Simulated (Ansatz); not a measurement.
Geometry optimisation, RKS PBE/def2-SVP (Ansatz 0.2.0).

Input file:

```yaml
crystal:
  periodic: [false, false, false]
  atoms:
    - { symbol: Mo, position_ang: [-0.117893, -0.044653, -0.02987] }
    - { symbol: Cl, position_ang: [-0.156096, -0.142804, 2.282816] }
    - { symbol: Cl, position_ang: [2.166751, -0.658787, -0.06674] }
    - { symbol: Cl, position_ang: [-0.613529, 2.189366, -0.150514] }
    - { symbol: Cl, position_ang: [-2.457265, -0.278374, -0.113973] }
    - { symbol: F, position_ang: [-0.326202, -1.908966, -0.106295] }
    - { symbol: Cl, position_ang: [0.056528, -0.007545, -2.346516] }
    - { symbol: O, position_ang: [1.844895, 1.914088, 1.284657] }
    - { symbol: H, position_ang: [2.586869, 1.293053, 1.1385] }
    - { symbol: H, position_ang: [1.593644, 1.739322, 2.226736] }
basis:
  gaussian: { orbitals: def2-SVP }
hamiltonian:
  xc: pbe
relax:
  f_tol: 0.03
  max_steps: 50
```

Command:

```bash
$ ansatz run input.yaml --threads 4 --pin off --max-ram 5120MiB --backend cpu --events-out ev --progress --plain --runs-dir out
```

Problem. Where does it end, and by what steps?

Solution. The forces met the threshold. The force dipped under the threshold on the way, but the program's further checks kept it going. After 11 steps the energy has fallen by 0.520 eV; O8 moved furthest, 0.66 Å.

```
step  energy less start (eV)  largest force component (eV/Å)  accepted
   0                  0.0000                           0.640       yes
   1                 -0.0484                           0.850       yes
   2                 -0.1708                           1.578       yes
   3                 -0.3098                           1.798       yes
   4                 -0.2960                           2.190        no
   5                 -0.4243                           0.792       yes
   6                 -0.4836                           0.414       yes
   7                 -0.5163                           0.047       yes
   8                 -0.5185                           0.025       yes
   9                 -0.5192                           0.113       yes
  10                 -0.5195                           0.086       yes
  11                 -0.5200                           0.024       yes
```

```xyz
10
Properties=species:S:1:pos:R:3
Mo -0.269 -0.246 -0.201
Cl -0.159 -0.259 2.140
Cl 2.064 -0.472 -0.235
Cl -0.074 2.025 -0.222
Cl -2.571 -0.140 -0.086
F -0.394 -2.110 -0.154
Cl -0.310 -0.353 -2.505
O 2.099 2.294 1.759
H 2.607 1.629 1.251
H 1.585 1.729 2.371
```

Whether the end is a true minimum wasn't checked by a vibrational analysis.

The run took 42 s on 4 threads of Arm Neoverse V2, on a shared host, peak memory 0.3 GiB.
